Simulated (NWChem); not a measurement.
Species: SiH$_{3}$Cl; SMILES [SiH3]Cl

Computed with NWChem. Coordinates come from a PBE0/def2-SVP optimisation.

Problem. What does the run give for PBE/def2-TZVPD? Quantities: highest occupied level (eV); orbital gap (eV); dipole (D).

Solution. 
```yaml
highest occupied level (eV): -7.71
orbital gap (eV): 6.49
dipole (D): 1.22
```
